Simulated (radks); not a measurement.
Results of a calculation; reference values are marked as such.
All-electron atom: Br2+ in [Ar] 3d10 4s2 4p3 (the NIST ground configuration).

Code: a radial shooting solver on a logarithmic mesh with Libxc functionals. Model: scalar-relativistic Kohn-Sham, r2SCAN, spin-polarised, spherical densities, finite nucleus; open shells are filled with parallel spins first; meta-GGA in the generalised Kohn-Sham scheme; Fermi nuclear charge, rms radius 4.1629 fm; hard spherical wall at 3.5 bohr.

Energy parts (hartree):
total: -2605.44882
kinetic: 2663.43984
electron-nucleus: -6259.12812
Hartree: 1082.27505
exchange-correlation: -92.03559

Orbitals (lengths in bohr, moments of r in powers of bohr):
| orbital | occ. | eigenvalue (hartree) | <r^4> |
|---|---|---|---|
| 1s up | 1 | -491.4761 | 0.00001565 |
| 1s down | 1 | -491.4616 | 0.00001564 |
| 2s up | 1 | -64.96993 | 0.003098 |
| 2s down | 1 | -64.96740 | 0.003097 |
| 2p up | 3 | -57.31798 | 0.002254 |
| 2p down | 3 | -57.30726 | 0.002254 |
| 3s up | 1 | -9.74670 | 0.1929 |
| 3s down | 1 | -9.73441 | 0.1922 |
| 3p up | 3 | -7.30097 | 0.2353 |
| 3p down | 3 | -7.28607 | 0.2327 |
| 3d up | 5 | -3.27403 | 0.4156 |
| 3d down | 5 | -3.25316 | 0.3923 |
| 4s up | 1 | -1.54371 | 10.17 |
| 4s down | 1 | -1.37011 | 10.09 |
| 4p up | 3 | -0.99591 | 13.86 |
| 4p down | 0 | -0.81882 | 13.74 |
| 4d up | 0 | -0.15216 | 21.31 |
| 4d down | 0 | 0.03167 | 20.96 |
| 5s up | 0 | 0.48184 | 33.44 |
| 5s down | 0 | 0.65726 | 32.78 |
| 5p up | 0 | 0.91988 | 33.48 |
| 5p down | 0 | 1.10899 | 32.85 |

The highest occupied level is 4p up at -27.100 eV. Spin moment in Bohr magnetons: 3. The electron density at the nucleus is 4.496e+04 e/bohr^3 (large components only). The density falls to 0.001 e/bohr^3 at r = 3.13 bohr. The spin density at the nucleus is -0.944 e/bohr^3 (1s -0.769, 2s 0.402, 3s 0.837, 4s -1.414). The pressure on the wall is 80.2 GPa. Summed over all electrons, <r^2> = 22.45 bohr^2, which gives a Langevin (diamagnetic) susceptibility term of -17.8 x 10^-6 cm^3/mol.
